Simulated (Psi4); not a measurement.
HO$_{3}$W, doublet, geometry from GFN2-xTB (such geometries of metal compounds can be far from the true shape) (the multiplicity is a formal guess) (core potentials on W); PBE0/def2-TZVPD (Psi4).

Input for Psi4:
```
memory 2 GB

molecule {
0 2
W     0.01456069   -0.01714219    0.01285306
O     1.58355816   -0.43195623   -0.47574771
O    -0.52698380   -0.81194065    1.40841009
O    -0.99842751    1.17544104   -0.88133481
H    -1.54266621    1.81616908   -1.36174677
}

set {
  basis def2-tzvpd
  reference uks
  s_orthogonalization symmetric
}

energy('pbe0')
print_variables()
```

Task: What does Psi4 print? Leave out banner, timings and long lists.

Result: 
```
   => Loading Basis Set <=

    Name: DEF2-TZVPD
    Role: ORBITAL
    Keyword: BASIS

    !!!  WARNING: ECP capability is in beta. Please check occupations closely.  !!!

         ---------------------------------------------------------
                                   SCF
               by Justin Turney, Rob Parrish, Andy Simmonett
                          and Daniel G. A. Smith
                              UKS Reference
         ---------------------------------------------------------

  ==> Geometry <==

    Molecular point group: c2v
    Full point group: C2v

    Geometry (in Angstrom), charge = 0, multiplicity = 2:

       Center              X                  Y                   Z               Mass
    ------------   -----------------  -----------------  -----------------  -----------------
         W            0.000000000000     0.000000000000    -0.010219350133   183.950930920000
         O           -0.000000000000     1.427307442325    -0.924193048308    15.994914619570
         O            0.000000000000    -1.427307442325    -0.924193048308    15.994914619570
         O           -0.000000000000     0.000000000000     1.791993678527    15.994914619570
         H            0.000000000000     0.000000000000     2.760251823409     1.007825032230

  Running in c2v symmetry.

  Rotational constants: A =      0.25867  B =      0.19515  C =      0.11123 [cm^-1]
  Rotational constants: A =   7754.79313  B =   5850.31564  C =   3334.62880 [MHz]
  Nuclear repulsion =  145.952776859788031

  Charge       = 0
  Multiplicity = 2
  Electrons    = 39
  Nalpha       = 20
  Nbeta        = 19

  ==> Algorithm <==

  SCF Algorithm Type is DF.
  DIIS enabled.
  MOM disabled.
  Fractional occupation disabled.
  Guess Type is SAD.
  Energy threshold   = 1.00e-06
  Density threshold  = 1.00e-06
  Integral threshold = 1.00e-12

  ==> Primary Basis <==

  Basis Set: DEF2-TZVPD
    Blend: DEF2-TZVPD
    Number of shells: 62
    Number of basis functions: 172
    Number of Cartesian functions: 196
    Spherical Harmonics?: true
    Max angular momentum: 3

  Core potential: DEF2-TZVPD
    Number of shells: 4
    Number of ECP primitives: 10
    Number of ECP core electrons: 60
    Max angular momentum: 3

  ==> DFT Potential <==

   => LibXC <=

    Version 7.1.2
    S. Lehtola, C. Steigemann, M. J. T. Oliveira, and M. A. L. Marques,  SoftwareX 7, 1–5 (2018) (10.1016/j.softx.2017.11.002)

   => Composite Functional: PBE0 <=

    PBE0 Hyb-GGA Exchange-Correlation Functional

    C. Adamo and V. Barone,  J. Chem. Phys. 110, 6158 (1999) (10.1063/1.478522)
    M. Ernzerhof and G. E. Scuseria,  J. Chem. Phys. 110, 5029 (1999) (10.1063/1.478401)

    Deriv               =              1
    GGA                 =           TRUE
    Meta                =          FALSE

    Exchange Hybrid     =           TRUE
    MP2 Hybrid          =          FALSE

   => Exchange Functionals <=

    0.7500   Perdew, Burke & Ernzerhof

   => Exact (HF) Exchange <=

    0.2500               HF

   => Correlation Functionals <=

    1.0000   Perdew, Burke & Ernzerhof

   => LibXC Density Thresholds  <==

    XC_HYB_GGA_XC_PBEH:  1.00E-15

   => Molecular Quadrature <=

    Radial Scheme          =       TREUTLER
    Pruning Scheme         =           NONE
    Nuclear Scheme         =       TREUTLER

    Blocking Scheme        =         OCTREE
    BS radius alpha        =              1
    Pruning alpha          =              1
    Radial Points          =             75
    Spherical Points       =            302
    Total Points           =         109963
    Total Blocks           =            894
    Max Points             =            256
    Max Functions          =            168
    Weights Tolerance      =       1.00E-15

   => Loading Basis Set <=

    Name: (DEF2-TZVPD AUX)
    Role: JKFIT
    Keyword: DF_BASIS_SCF

  ==> Integral Setup <==

  SCF_SUBTYPE=INCORE selected. In-core MEM_DF algorithm will be used.
  Using in-core AOs.

[...]
    SOCC [     0,    0,    1,    0 ]
    NA   [    10,    1,    4,    5 ]
    NB   [    10,    1,    3,    5 ]

   @DF-UKS iter   1:  -292.44488819224779   -3.40271e-01   1.64726e-02 ADIIS/DIIS
    Occupation by irrep:
             A1    A2    B1    B2
    DOCC [     9,    1,    3,    6 ]
    SOCC [     1,    0,    0,    0 ]
    NA   [    10,    1,    3,    6 ]
    NB   [     9,    1,    3,    6 ]

   @DF-UKS iter   2:  -284.05759384021349    8.38729e+00   4.65681e-02 ADIIS/DIIS
   @DF-UKS iter   3:  -293.00334576679569   -8.94575e+00   1.00779e-02 ADIIS/DIIS
   @DF-UKS iter   4:  -293.20841530033351   -2.05070e-01   6.19290e-03 ADIIS/DIIS
   @DF-UKS iter   5:  -293.32698575721980   -1.18570e-01   3.91917e-04 ADIIS/DIIS
   @DF-UKS iter   6:  -293.32752701554887   -5.41258e-04   1.89751e-04 ADIIS/DIIS
   @DF-UKS iter   7:  -293.32766158116965   -1.34566e-04   4.38713e-05 DIIS
   @DF-UKS iter   8:  -293.32768285186734   -2.12707e-05   1.80383e-05 DIIS
   @DF-UKS iter   9:  -293.32769142439719   -8.57253e-06   8.39656e-06 DIIS
   @DF-UKS iter  10:  -293.32769348950512   -2.06511e-06   3.01912e-06 DIIS
   @DF-UKS iter  11:  -293.32769359848061   -1.08975e-07   9.36410e-07 DIIS
  Energy and wave function converged.

  ==> Post-Iterations <==

   Electrons on quadrature grid:
      Nalpha   =   20.0000168865 ; deviation = 1.689e-05
      Nbeta    =   19.0000176336 ; deviation = 1.763e-05
      Ntotal   =   39.0000345201 ; deviation = 3.452e-05

   @Spin Contamination Metric:   9.913285055E-03
   @S^2 Expected:                7.500000000E-01
   @S^2 Observed:                7.599132851E-01
   @S   Expected:                5.000000000E-01
   @S   Observed:                5.000000000E-01

    Orbital Energies [Eh]
    ---------------------

    Alpha Occupied:

[...]
    Alpha Virtual:

[...]
    Beta Occupied:

[...]
       6B2    -0.325647

    Beta Virtual:

[...]
    Final Occupation by Irrep:
             A1    A2    B1    B2
    DOCC [     9,    1,    3,    6 ]
    SOCC [     1,    0,    0,    0 ]
    NA   [    10,    1,    3,    6 ]
    NB   [     9,    1,    3,    6 ]

  @DF-UKS Final Energy:  -293.32769359848061

   => Energetics <=

    Nuclear Repulsion Energy =            145.9527768597880311
    One-Electron Energy =                -714.7840273580338817
    Two-Electron Energy =                 301.0115777157225807
    DFT Exchange-Correlation Energy =     -25.5080208159573623
    Empirical Dispersion Energy =           0.0000000000000000
    VV10 Nonlocal Energy =                  0.0000000000000000
    Total Energy =                       -293.3276935984806073

  UHF NO Occupations:
  HONO-2 :    3 B1 1.9981566
  HONO-1 :    1 A2 1.9978554
  HONO-0 :   10 A1 1.0000000
  LUNO+0 :    2 A2 0.0021446
  LUNO+1 :    4 B1 0.0018434
  LUNO+2 :    5 B1 0.0004716
  LUNO+3 :   11 A1 0.0002082

Computation Completed

Properties will be evaluated at   0.000000,   0.000000,   0.000000 [a0]

Properties computed using the SCF density matrix

 Multipole Moments:

 ------------------------------------------------------------------------------------
     Multipole            Electronic (a.u.)      Nuclear  (a.u.)        Total (a.u.)
 ------------------------------------------------------------------------------------

 L = 1.  Multiply by 2.5417464519 to convert [e a0] to [Debye]
 Dipole X            :          0.0000000            0.0000000            0.0000000
 Dipole Y            :          0.0000000            0.0000000            0.0000000
 Dipole Z            :         -2.1907674            4.0932254            1.9024580
 Magnitude           :                                                    1.9024580

 ------------------------------------------------------------------------------------

  Variable Map:
  ----------------------------------------------------------------------------
[...]
  Array Variable Map:
  ----------------------------------------------------------------------------
[...]
[...]
```
